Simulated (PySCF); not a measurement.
## $^{29}$Si chemical shifts

Level of theory: shieldings: GIAO PBE0/pcSseg-1, GFN2-xTB geometry, in PySCF (one conformer, rapidly exchanging positions averaged, isolated molecule, non-relativistic).

Shieldings were converted by a linear fit to measured shifts: $^{29}$Si (scatter 8.9 ppm rms, 25.8 ppm with the 6 outliers that the fit left out vs TMS, solution or neat liquid). A few per cent of atoms miss by over 2 rms, more outside the fitted compound classes.

(1) Give the $^{29}$Si shifts of `[SiH3]O[SiH2]C1CC1`, `[SiH3]O[SiH2]C1CC1`, `C=C[SiH2][C@@](C)(Cl)C[SiH3]`, `[SiH3]O[SiH]1CCC1`, `C[SiH2]P1CCSCC1`.

(2) Order these by $^{29}$Si shift, lowest first.
A. C=C(C)[Si@@H](S)C(C)(F)F
B. CO[C@@H]1[C@H](C)[Si@H]1SC
C. C[C@@H]1[C@H]([SiH3])C[P@@]1(C)=S
D. CC[C@@H]1CS[C@@H]1O[SiH3]

Answers

(1) 
```json
{"compound": "[SiH3:1][O:2][SiH2:3][CH:4]1[CH2:5][CH2:6]1", "environment": "Si3: silicon bonded to C, O, 2 H", "δ (ppm)": "-28.8"}
{"compound": "[SiH3:1][O:2][SiH2:3][CH:4]1[CH2:5][CH2:6]1", "environment": "Si1: silicon bonded to O, 3 H", "δ (ppm)": "-42.3"}
{"compound": "[SiH3:1][O:2][SiH2:3][CH:4]1[CH2:5][CH2:6]1", "environment": "Si3: silicon bonded to C, O, 2 H", "δ (ppm)": "-28.8"}
{"compound": "[SiH3:1][O:2][SiH2:3][CH:4]1[CH2:5][CH2:6]1", "environment": "Si1: silicon bonded to O, 3 H", "δ (ppm)": "-42.3"}
{"compound": "[CH2:1]=[CH:2][SiH2:3][C@@:4]([CH3:5])([Cl:6])[CH2:7][SiH3:8]", "environment": "Si3: silicon bonded to 2 C, 2 H", "δ (ppm)": "-32.7"}
{"compound": "[CH2:1]=[CH:2][SiH2:3][C@@:4]([CH3:5])([Cl:6])[CH2:7][SiH3:8]", "environment": "Si8: silicon bonded to C, 3 H", "δ (ppm)": "-71.4"}
{"compound": "[SiH3:1][O:2][SiH:3]1[CH2:4][CH2:5][CH2:6]1", "environment": "Si3: silicon bonded to 2 C, O, H, in a 4-membered ring", "δ (ppm)": "-10.0"}
{"compound": "[SiH3:1][O:2][SiH:3]1[CH2:4][CH2:5][CH2:6]1", "environment": "Si1: silicon bonded to O, 3 H", "δ (ppm)": "-43.2"}
{"compound": "C[SiH2]P1CCSCC1", "environment": "silicon bonded to C, P, 2 H", "δ (ppm)": "-37.6"}
```

(2) B (-81.7 ppm, silicon bonded to 2 C, S, H, in a 3-membered ring), C (-65.9 ppm, silicon bonded to C, 3 H), D (-42.7 ppm, silicon bonded to O, 3 H), A (-24.2 ppm, silicon bonded to 2 C, S, H).
